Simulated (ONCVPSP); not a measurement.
# iodine, ONCV: configuration errors across variants

- Element: iodine (I)
- Generator: ONCVPSP 4.0.1
- Type: optimised norm-conserving Vanderbilt (ONCV)
- Functional: PBEsol
- Relativity: scalar-relativistic
- Frozen core: [Kr] 4d10
- Valence charge: 7
- Reference configuration: 5s2 5p5
- Partial waves: 5s: rc 1.50 bohr, ncon 5, nbas 9, qcut 3.8 1/bohr, 2 projectors, debl 4 Ha; 5p: rc 2.05 bohr, ncon 4, nbas 7, qcut 3.4 1/bohr, 2 projectors, debl 1.1 Ha; d scattering state at 0.07 Ha: rc 2.10 bohr, ncon 4, nbas 8, qcut 4.5 1/bohr, 2 projectors, debl 2.9 Ha
- Local potential: polynomial inside 1.10 bohr (lpopt 2, dvloc0 1 Ha)
- Core correction: none

All-electron excitation energies from the reference (eV): (1) 5s2 5p4 11.151; (2) 5s2 5p3 31.035; (3) 5s1 5p5 22.161.

A true bound ghost makes a file unfit for plane-wave use even where its test errors are small: the radial tests pick states by their node count and pass the ghost by.

Errors AE − PS in meV (a dash: test not solved or not reliable):

```json
{"change": "base", "(1)": "-7.3", "(2)": "-32", "(3)": "-2.0", "bound ghosts": "s", "GHOST(+) flags above zero": "s, p"}
{"change": "p: debl 0.3", "(1)": "-7.3", "(2)": "-32", "(3)": "-1.5", "bound ghosts": "s", "GHOST(+) flags above zero": "s, p"}
{"change": "p: debl 0.6", "(1)": "-7.4", "(2)": "-32", "(3)": "-1.8", "bound ghosts": "s", "GHOST(+) flags above zero": "s, p"}
{"change": "p: debl 1.4", "(1)": "-7.3", "(2)": "-32", "(3)": "-2.1", "bound ghosts": "s", "GHOST(+) flags above zero": "s"}
{"change": "p: debl 4.75", "(1)": "-6.7", "(2)": "-30", "(3)": "-0.9", "bound ghosts": "s", "GHOST(+) flags above zero": "s, p"}
```

**Question.** Give the same row for: p: debl 2.1.

**Answer.** -7.2, -32, -2.0; bound ghosts: s; GHOST(+) flags above zero: s, p.
